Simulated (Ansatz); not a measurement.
Consider the formal exchange of groups at the Si–O bond: `CC[SiH](Cl)OC` + SiH₄ → `CC[SiH]([SiH3])Cl` + CH₃OH.

Program: Ansatz. Geometries: PBE0-D4/def2-TZVP. ΔE: electronic, gas phase. CCSD(T)/CBS is the MP2 limit (def2-TZVPP, def2-QZVPP) plus CCSD(T) − MP2 in def2-TZVPP, frozen cores. This one scheme is used for every species. DFT in def2-TZVPP. One conformer a species, not always the lowest.

(1) Is it downhill or uphill in electronic energy at CCSD(T)/CBS, and by how much? (Estimate.)

(2) What do these levels give: PBE-D4, r2SCAN-D4, ωB97X-V, ωB97M-V, HF/def2-TZVPP, MP2/def2-TZVPP, SCS-MP2/def2-TZVPP, CCSD/def2-TZVPP, CCSD(T)/def2-TZVPP, MP2/def2-QZVPP, MP2/CBS(def2), CCSD/CBS(def2)? (Estimate.)

Largest T1 diagnostic among the species: 0.011.

## Answers

(1) Ansatz gave: Uphill: ΔE = +1.18 eV.

(2) The calculation gave: PBE-D4 0.95, r2SCAN-D4 1.16, ωB97X-V 1.18, ωB97M-V 1.24, HF/def2-TZVPP 1.39, MP2/def2-TZVPP 1.27, SCS-MP2/def2-TZVPP 1.29, CCSD/def2-TZVPP 1.22, CCSD(T)/def2-TZVPP 1.20, MP2/def2-QZVPP 1.26, MP2/CBS(def2) 1.24, CCSD/CBS(def2) 1.20 eV.

In def2-TZVPP, CCSD(T) changes the Hartree–Fock value by −0.19 eV (the triples alone add −0.02 eV) and MP2 by −0.12 eV. From PBE to PBE0 (25 % exact exchange), in def2-TZVPP and without D4, ΔE moves by +0.06 eV.
